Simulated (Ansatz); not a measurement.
`BB(N)[SiH3]` + H₂ → `BB[SiH3]` + NH₃  (hydrogenolysis of a B–N bond)

Computed with Ansatz on PBE0-D4/def2-TZVP structures; ΔE is electronic, products minus reactants. CCSD(T)/CBS adds triple-zeta CCSD(T) − MP2 to the extrapolated MP2 energy (def2 sets, frozen cores). This one scheme is used for every species. Each species was taken in one conformer, which may not be the lowest.

`BB(N)[SiH3]`:

Z-matrix (Å, degrees):
```
Si
B 1 2.048
H 1 1.496 2 109.2
H 1 1.490 2 112.4 3 119.4
H 1 1.490 2 112.4 3 -119.4
N 2 1.390 1 116.2 3 -0.2
B 2 1.645 1 111.5 3 179.9
H 6 1.007 2 123.5 1 -180.0
H 6 1.007 2 123.5 1 0.0
H 7 1.201 2 121.7 1 85.0
H 7 1.201 2 121.7 1 -85.1
```

H₂:

```xyz
2

H     0.116   -0.010   -0.355
H    -0.116    0.010    0.355
```

`BB[SiH3]`:

```xyz
9

B    -0.180   -1.398   -1.008
B     0.676   -0.121   -0.540
Si   -0.143    1.022    0.917
H    -0.094   -2.457   -0.449
H    -1.021   -1.319   -1.862
H     1.742    0.252   -0.938
H     0.795    1.062    2.075
H    -0.310    2.408    0.395
H    -1.465    0.552    1.410
```

NH₃:

Z-matrix (Å, degrees):
```
N
H 1 1.013
H 1 1.013 2 107.1
H 1 1.013 2 107.1 3 -114.5
```

| species | CCSD(T)/CBS(def2) energy (Eh) |
| --- | --- |
| `BB(N)[SiH3]` | -397.57337 |
| H₂ | -1.17544 |
| `BB[SiH3]` | -342.20223 |
| NH₃ | -56.50880 |

Question: Work out ΔE.

Answer: ΔE = (-342.20223) + (-56.50880) − (-397.57337) − (-1.17544) = 0.03778 Eh = +1.03 eV.

Largest T1 diagnostic among the species: 0.015.

Leaving LDA and LC-ωPBE aside and taking each functional with its dispersion term where it has one, the values, not all of them listed here, spread over 0.16 eV, from B97M-V to revPBE-D4. LDA lies +0.14 eV from PBE without D4. At CCSD(T), def2-SVP lies +0.19 eV from the extrapolated value and def2-TZVPP +0.01 eV. In def2-TZVPP, CCSD(T) changes the Hartree–Fock value by +0.25 eV (the triples alone add +0.06 eV) and MP2 by +0.32 eV.
